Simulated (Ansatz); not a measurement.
Basis-set extrapolation for CH9BOSi2, SMILES `C[SiH2]BO[SiH3]` (PBE0-D4/def2-TZVP geometry, frozen core, Ansatz). Multiplicity 1, RHF reference.

```csv
,def2-TZVPP,def2-QZVPP
HF,-720.678929,-720.704370
MP2 correlation,-0.761966,-0.816874
CCSD(T) correlation,-0.857389,not run
```

Energies in hartree. Use E(X) = E(∞) + A·exp(−7.88·√X) for Hartree–Fock and E(X) = E(∞) + B·X^(−2.97) for correlation, with X = 3 and 4, and add CCSD(T) minus MP2 of the smaller set to the MP2 limit.

**Question.** What is the CCSD(T) energy at the basis-set limit?

**Answer.** HF limit: -720.704370 + (-0.025441) × 0.13774 = -720.70787. MP2 limit: -0.816874 + (-0.054908) × 0.74074 = -0.85755. Higher-order term: -0.857389 − (-0.761966) = -0.09542. Total: -721.66084 hartree, 3.39 eV below CCSD(T)/def2-TZVPP.
